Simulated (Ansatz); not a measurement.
BTBT (C₁₄H₈S₂), relaxed as a singlet with RKS PBE-D4/def2-SVP in Ansatz, starting from the GFN2-xTB geometry. Force threshold 0.03 eV/Å.

Start:

Cartesian coordinates in Å:
```
C -2.754 3.172 1.401
C -1.560 3.285 2.112
C -0.514 2.419 1.880
C -0.658 1.420 0.918
C -1.871 1.317 0.205
C -2.919 2.190 0.444
S -1.869 0.007 -0.958
C -0.247 -0.411 -0.494
C 0.659 -1.418 -0.921
C 0.514 -2.418 -1.881
C 1.560 -3.285 -2.112
C 2.753 -3.172 -1.400
C 2.919 -2.191 -0.443
C 1.871 -1.317 -0.206
S 1.869 -0.006 0.957
C 0.248 0.412 0.492
H -3.560 3.861 1.600
H -1.457 4.063 2.854
H 0.413 2.500 2.428
H -3.840 2.095 -0.109
H -0.414 -2.500 -2.427
H 1.458 -4.062 -2.855
H 3.560 -3.862 -1.600
H 3.839 -2.098 0.113
```

```tsv
step	energy (eV)	largest force component (eV/Å)	SCF passes
1	-36275.7988	0.663	24
2	-36275.9822	0.189	23
3	-36275.9988	0.047	23
4	-36275.9990	0.030	24
```

Force components are those of the run's own axes.

End:

```xyz
24

C    -2.7897    3.2134    1.4180
C    -1.5812    3.3287    2.1409
C    -0.5213    2.4501    1.9053
C    -0.6613    1.4351    0.9329
C    -1.8925    1.3315    0.2091
C    -2.9554    2.2166    0.4487
S    -1.8859    0.0101   -0.9596
C    -0.2511   -0.4167   -0.4990
C     0.6615   -1.4347   -0.9333
C     0.5214   -2.4499   -1.9054
C     1.5810   -3.3290   -2.1405
C     2.7896   -3.2136   -1.4177
C     2.9553   -2.2167   -0.4487
C     1.8927   -1.3312   -0.2094
S     1.8861   -0.0097    0.9592
C     0.2514    0.4172    0.4985
H    -3.6143    3.9144    1.6165
H    -1.4739    4.1198    2.8979
H     0.4201    2.5400    2.4681
H    -3.8969    2.1280   -0.1130
H    -0.4200   -2.5397   -2.4684
H     1.4735   -4.1204   -2.8972
H     3.6141   -3.9147   -1.6161
H     3.8968   -2.1282    0.1132
```

By distances, no bond broke or formed. The bond that changes most is C6–H20, from 1.08 to 1.10 Å (atoms count from 1).

No frequencies were taken in this run, so the end may be a saddle point.

It took 22 s on 4 threads of Arm Neoverse V1 on a shared host, peak host memory 0.56 GiB.
